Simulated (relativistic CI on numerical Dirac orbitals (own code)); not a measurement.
## What each ingredient does to the levels of Sm²⁶⁺

Base calculation: Dirac-Coulomb-Breit CI, KLI orbitals optimised for each configuration, model QED, unscaled Slater integrals.

Configurations in the expansion (outside the closed core [Ar] 3d10): 4s²4p⁶, 4s²4p⁵4d, 4s4p⁶4d, 4s²4p⁵4f, 4s4p⁶4f, 4s²4p⁵5s, 4s²4p⁵5p, 4p⁶4d4f, 4p⁶4d², 4p⁵4d³, 4p⁵4d²4f, 4p⁵4d²5s, 4p⁵4d²5p, 4p⁶4f², 4p⁵4d4f², 4p⁵4f³, 4p⁵4f²5s, 4p⁵4f²5p. Double excitations out of closed p, d and f shells are left out; levels of such configurations are missing from the list, as are those of other unlisted configurations, and high levels can miss mixing partners.

Variants: (1) valence Slater integrals scaled by 0.9; (2) Breit term removed; (3) only the first 3 configurations. Shifts of the energy above 4s²4p⁶ ¹S0, in cm⁻¹, for the lowest level and the first level of each name with at least 55 % of one term (blank where a level changes its place among those of its configuration and J or its character, or is not in the variant):

```
        Level     Base    Δ(1)   Δ(2)    Δ(3)
   4s²4p⁶ ¹S0        0       0      0       0
4s²4p⁵4d ³P°0   861898   +5914  +1956    -453
4s²4p⁵4d ³P°1   883710   +4536  +2353    -452
4s²4p⁵4d ³F°3   907728   +1711  +2364   +1650
4s²4p⁵4d ³F°4   941607   +3666  +3898   +2619
4s²4p⁵4d ³D°3   993093   -1756  +3672    -212
4s²4p⁵4d ³D°1  1068397   -5057  +3837    -435
4s²4p⁵4d ³F°2  1175326   +2290  +5645   +1991
4s²4p⁵4d ¹P°1  1348708  -20069  +5115    -365
  4s4p⁶4d ³D1  1788975   +8298  +2412  +36440
  4s4p⁶4d ³D2  1808275   +7147  +2842  +31437
  4s4p⁶4d ³D3  1852109   +7232  +4055  +30212
  4s4p⁶4d ¹D2  1933093   -3764  +3345   +7640
 4s²4p⁵4f ³G5  2069881   +2208  +6097
```

At this charge energies of transitions that change n are usually good to better than 1 %, and those within a shell (Δn = 0) to a few per cent.

Ionisation energy from the two ground configurations alone: base 975.77 eV; Breit term removed 976.449 eV. The NIST ASD value (theoretical) is 976 eV.

LS names give the leading component of a level, which can be under half, so a name can repeat, a term be missing and a line seem to break the LS rules.
